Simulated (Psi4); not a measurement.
Cl$_{2}$Te, triplet, at a GFN2-xTB geometry (a higher spin typed on purpose: for a closed-shell molecule this is an excited state) (all electrons, no relativity); B3LYP/STO-3G (Psi4).

Here is a job for Psi4.
```
memory 2 GB

molecule {
0 3
Te   -0.06824556   -0.05189516    0.73922318
Cl    1.14915592    1.35509134   -1.20072069
Cl   -0.94040481   -1.19635319   -1.06043255
}

set {
  basis sto-3g
  reference uks
  scf_type pk
  puream true
  d_convergence 1e-8
  dft_radial_points 99
  dft_spherical_points 590
}

energy('b3lyp')
print_variables()
```

Output, abridged:

```
   => Loading Basis Set <=

    Name: STO-3G
    Role: ORBITAL
    Keyword: BASIS

         ---------------------------------------------------------
                                   SCF
               by Justin Turney, Rob Parrish, Andy Simmonett
                          and Daniel G. A. Smith
                              UKS Reference
         ---------------------------------------------------------

  ==> Geometry <==

    Molecular point group: cs
    Full point group: Cs

    Geometry (in Angstrom), charge = 0, multiplicity = 3:

       Center              X                  Y                   Z               Mass
    ------------   -----------------  -----------------  -----------------  -----------------
         TE           0.073795992266    -0.654597951659     0.000000000000   129.906222748000
         CL          -1.786020880797     1.286056781184     0.000000000000    34.968852682000
         CL           1.511875237632     1.145717234735     0.000000000000    34.968852682000

  Running in cs symmetry.

  Rotational constants: A =      0.11623  B =      0.08162  C =      0.04795 [cm^-1]
  Rotational constants: A =   3484.44112  B =   2446.77520  C =   1437.41918 [MHz]
  Nuclear repulsion =  423.384046538594475

  Charge       = 0
  Multiplicity = 3
  Electrons    = 86
  Nalpha       = 44
  Nbeta        = 42

  ==> Algorithm <==

  SCF Algorithm Type is PK.
  DIIS enabled.
  MOM disabled.
  Fractional occupation disabled.
  Guess Type is SAD.
  Energy threshold   = 1.00e-06
  Density threshold  = 1.00e-08
  Integral threshold = 1.00e-12

  ==> Primary Basis <==

  Basis Set: STO-3G
    Blend: STO-3G
    Number of shells: 21
    Number of basis functions: 45
    Number of Cartesian functions: 47
    Spherical Harmonics?: true
    Max angular momentum: 2

  ==> DFT Potential <==

   => LibXC <=

    Version 7.1.2
    S. Lehtola, C. Steigemann, M. J. T. Oliveira, and M. A. L. Marques,  SoftwareX 7, 1–5 (2018) (10.1016/j.softx.2017.11.002)

   => Composite Functional: B3LYP <=

    B3LYP Hyb-GGA Exchange-Correlation Functional

    P. J. Stephens, F. J. Devlin, C. F. Chabalowski, and M. J. Frisch,  J. Phys. Chem. 98, 11623 (1994) (10.1021/j100096a001)

    Deriv               =              1
    GGA                 =           TRUE
    Meta                =          FALSE

    Exchange Hybrid     =           TRUE
    MP2 Hybrid          =          FALSE

   => Exchange Functionals <=

    0.0800   Slater exchange
    0.7200         Becke 88

[...]
      Nbeta    =   42.0000010676 ; deviation = 1.068e-06
      Ntotal   =   86.0000021543 ; deviation = 2.154e-06

   @Spin Contamination Metric:   4.299643569E-03
   @S^2 Expected:                2.000000000E+00
   @S^2 Observed:                2.004299644E+00
   @S   Expected:                1.000000000E+00
   @S   Observed:                1.000000000E+00

    Orbital Energies [Eh]
    ---------------------

    Alpha Occupied:

[...]
    Alpha Virtual:

      33Ap    -0.014585

    Beta Occupied:

[...]
    Beta Virtual:

[...]
    Final Occupation by Irrep:
             Ap   App
    DOCC [    31,   11 ]
    SOCC [     1,    1 ]
    NA   [    32,   12 ]
    NB   [    31,   11 ]

  @UKS Final Energy: -7459.57417081216408

   => Energetics <=

    Nuclear Repulsion Energy =            423.3840465385944754
    One-Electron Energy =              -11133.0581304049082974
    Two-Electron Energy =                3433.0216350654741291
    DFT Exchange-Correlation Energy =    -182.9217220113241638
    Empirical Dispersion Energy =           0.0000000000000000
    VV10 Nonlocal Energy =                  0.0000000000000000
    Total Energy =                      -7459.5741708121640841

  UHF NO Occupations:
  HONO-2 :   31 Ap 1.9978479
  HONO-1 :   32 Ap 1.0000000
  HONO-0 :   12App 1.0000000
  LUNO+0 :   33 Ap 0.0021521

Computation Completed

Properties will be evaluated at   0.000000,   0.000000,   0.000000 [a0]

Properties computed using the SCF density matrix

 Multipole Moments:

 ------------------------------------------------------------------------------------
     Multipole            Electronic (a.u.)      Nuclear  (a.u.)        Total (a.u.)
 ------------------------------------------------------------------------------------

 L = 1.  Multiply by 2.5417464519 to convert [e a0] to [Debye]
 Dipole X            :          2.0474714           -1.5554040            0.4920674
 Dipole Y            :        -14.9167393           13.7970129           -1.1197265
 Dipole Z            :          0.0000000            0.0000000            0.0000000
 Magnitude           :                                                    1.2230771

 ------------------------------------------------------------------------------------

  Variable Map:
  ----------------------------------------------------------------------------
[...]
  Array Variable Map:
  ----------------------------------------------------------------------------
[...]
[...]
```
